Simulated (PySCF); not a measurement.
**Dipole moment and polarisability of 4-(methylthio)pyridine**

Compound: 4-(methylthio)pyridine, C6H7NS.
Atom-mapped SMILES: `[CH3:1][S:2][c:3]1[cH:4][cH:5][n:6][cH:7][cH:8]1` (hydrogens: H9, H10, H11 on C1; H12 on C4; H13 on C5; H14 on C7; H15 on C8)

Geometry (GFN2-xTB, Å), atoms numbered from 1 in this order:
```xyz
15
C6H7NS angstrom
C      2.7214    0.2726   -0.1573
S      1.6365   -1.1766   -0.2929
C      0.0199   -0.5147   -0.0773
C     -1.0494   -1.4076   -0.1517
C     -2.3305   -0.9184    0.0159
N     -2.6052    0.3576    0.2399
C     -1.5888    1.1974    0.3054
C     -0.2613    0.8256    0.1591
H      2.6289    0.7141    0.8307
H      3.7301   -0.1023   -0.3010
H      2.4819    0.9901   -0.9366
H     -0.8688   -2.4542   -0.3387
H     -3.1850   -1.5802   -0.0320
H     -1.8473    2.2332    0.4847
H      0.5133    1.5713    0.2299
```

Level: wB97X-D/def2-SVPD (PySCF), static field, nuclei fixed, core orbitals frozen in the response. The polarisability tensor in these axes (au):

```
x   129.15  -1.55  -5.03
y    -1.55  98.27   6.16
z    -5.03   6.16  61.65
```

Task: Give the principal values, the mean and the anisotropy Δα = √{½[(α1 − α2)² + (α2 − α3)² + (α1 − α3)²]}.

Result: Principal values 60.32, 99.10 and 129.65 au; mean 96.36 au = 14.28 Å³ = 15.89 × 10⁻⁴⁰ C²·m²/J; Δα = 60.19 au (62 % of the mean).

Task: What is the dipole moment, and where does it point?

Result: (2.76, 0.65, -0.11) D, 2.84 D in size, pointing from the negative to the positive side. Measured along this direction, the outermost atoms are H13 at the negative end and H10 at the positive end.

Task: What would n − 1 = 2πNα be for an ideal gas of these molecules at 298.15 K and 1 atm, electronic part alone?

Result: N = p/kT = 2.4615 × 10¹⁹ cm⁻³, so n − 1 = 2π × N × 14.28 × 10⁻²⁴ cm³ = 2208 × 10⁻⁶ at long wavelengths, for an ideal gas.

Task: Estimate the molar refractivity from the static electronic polarisability.

Result: Lorentz–Lorenz: R = (4π/3)N_A α = 2.5225 cm³/(mol·Å³) × 14.28 Å³ = 36.0 cm³/mol, in the limit of long wavelengths.

Task: Orientational against electronic polarisability at 400 K (dilute gas, rigid molecules)?

Result: In Gaussian units μ²/3kT = 48.77 Å³ against 14.28 Å³, a ratio of 3.42; the Debye molar polarisation (4π/3)N_A(α + μ²/3kT) is 159.1 cm³/mol, leaving out the vibrational part.

Task: What depolarisation ratio follows for Rayleigh scattering of linearly polarised light, taking the static tensor?

Result: ρ = 3Δα²/(45ᾱ² + 4Δα²) = 10867.2/(417805 + 14489.6) = 0.0251.

Task: Along which axes do the principal values lie, and how far do the nuclei extend along each?

Result: Largest value along (0.99, -0.06, -0.08), where the nuclei span 6.80 Å; middle along (0.08, 0.99, 0.15), 4.67 Å; least along (0.07, -0.16, 0.99), 1.79 Å. The response follows the extents in order.

Isolated species at its GFN2-xTB geometry (one conformer only).

The run behind these numbers computed excited states as well. Hardware: x86-64 server, one thread (shared host). Cost: 58 s.
